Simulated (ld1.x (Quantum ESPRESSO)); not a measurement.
What one change does to a pseudopotential (Ge (Z = 32), PAW)

```json
{
 "Element": "germanium (Ge)",
 "Generator": "ld1.x (Quantum ESPRESSO) 7.5",
 "Type": "PAW",
 "Functional": "LDA (PZ)",
 "Relativity": "non-relativistic",
 "Frozen core": "[Ar] 3d10",
 "Valence charge": "4",
 "Reference configuration": "4s2 4p2",
 "Partial waves": "4s (bound): rcut 1.65, rcutus 1.80 bohr; 4s channel at -0.15 Ry: rcut 1.65, rcutus 1.80 bohr; 4p (bound): rcut 1.55, rcutus 2.05 bohr; 4p channel at 1.05 Ry: rcut 1.55, rcutus 2.05 bohr; 4d channel at 0.2 Ry: rcut 1.75, rcutus 1.90 bohr; 4d channel at 2.95 Ry: rcut 1.75, rcutus 1.90 bohr",
 "Local potential": "all-electron potential smoothed inside 1.35 bohr (lloc = -1)",
 "Core correction": "a·sin(br)/r model core, default radius (ld1.x builds one for every PAW set, though the input has nlcc=.false.)",
 "Augmentation charge": "PSQ, inside the norm-conserving radii"
}
```

All-electron outer shells of the reference configuration (LDA (PZ), non-relativistic, ld1.x):

| shell | level (eV) | outermost node (bohr) | outermost maximum (bohr) |
| --- | --- | --- | --- |
| 3d | -30.39 | – | 0.50 |
| 4s | -11.61 | 0.78 | 1.77 |
| 4p | -4.08 | 0.83 | 2.22 |

Change: all radii but the core radius scaled by about 0.86 (s 1.54, p 1.76, d 1.64 bohr, rcut 1.42/1.34/1.50); local potential all-electron potential smoothed inside 1.16 bohr (lloc = -1).

Cutoffs: the cutoffs (Ry, on a coarse ladder) from which the occupation-weighted sum of valence levels, in a spherical-Bessel basis at the reference potential, stays within 10 and 1 mRy of its value at 400 Ry; they do not see the model core or the augmentation charge, which bear on the density cutoff. Errors are all-electron minus pseudo energies relative to the spin-unpolarised reference configuration.

What does the change do?

The potential gets harder (10 Ry and 15 Ry → 18 Ry and 30 Ry); the bound ghosts move from d to d, s; the number of tests that count goes from 9 to 6 (the test run of the changed file stopped, so its transferability is not established); of the 6 tests that both files solve, the error grows in 6 and shrinks in 0 by more than 15 % and 0.3 meV (median size 16.4 → 41.0 meV). A smaller radius makes the pseudo-wave follow the all-electron one further in, where it bends more sharply, so more plane waves are needed. That the errors move this way runs against the usual rule that smaller radii transfer better.

```tsv
quantity	base	changed
cutoff, loose	10 Ry	18 Ry
cutoff, tight	15 Ry	30 Ry
loose cutoff by channel (10 mRy a level)	s 6 Ry, p 6 Ry	s 18 Ry, p 6 Ry
bound ghosts	d	s, d
tests counted (converged, no solver errors)	9 of 9	6 of 9 (the test run stopped)
error for 4s2 4p1, meV [ΔE 7.66 eV]	-2.2	-43
error for 4s2 4p0, meV [ΔE 23.39 eV]	-25	-406
error for 4s1 4p0, meV [ΔE 58.05 eV]	-227	-663
error for 4s1 4p3, meV [ΔE 7.66 eV]	-7.9	-12
error for 4s1 4p2, meV [ΔE 16.02 eV]	-26	-39
error for 4s2 4p1.5, meV [ΔE 2.90 eV]	-0.2	-12
lowest overlap eigenvalue by channel	s 0.37, p 0.57, d 0.90	s 0.53, p 0.58, d 0.89
```

Changed file: Tests not counted: 4s2 4p2.3 (pseudo-atom not self-consistent, printed error +9.5 meV). A true bound ghost makes a file unfit for plane-wave use even where its test errors are small: the radial tests pick states by their node count and pass the ghost by.
